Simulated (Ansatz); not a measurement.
Mulliken charges of FH₄N₂Sc, SMILES `[NH2][Sc]([NH2])[F]` from r2SCAN/def2-TZVPP in Ansatz (PBE0-D4/def2-TZVP geometry).

```csv
atom,x (Å),y (Å),z (Å),charge (e)
N1,0.686,1.526,-0.469,-0.523
Sc2,-0.662,0.113,-0.122,0.917
N3,-0.046,-1.635,0.586,-0.523
F4,-2.464,0.419,-0.453,-0.448
H5,0.512,2.457,-0.827,0.147
H6,1.684,1.447,-0.318,0.141
H7,0.912,-1.889,0.796,0.141
H8,-0.622,-2.438,0.807,0.147
```

Problem. By hand: the dipole of these point charges (1 e Å = 4.8032 D).

Solution. Σ q r = (0.512, -0.087, 0.094) e Å, of length 0.528 e Å = 2.54 D.

Problem. How does the dipole of the full density compare? (An estimate is asked.)

Solution. The calculation gave: (0.443, -0.075, 0.081) e Å, 2.19 D; the point charges give 1.16 times that, at 0° from its direction.

Point charges leave out the atoms' own dipoles, such as those of lone pairs, and Mulliken's split depends on the basis, so the two needn't agree.
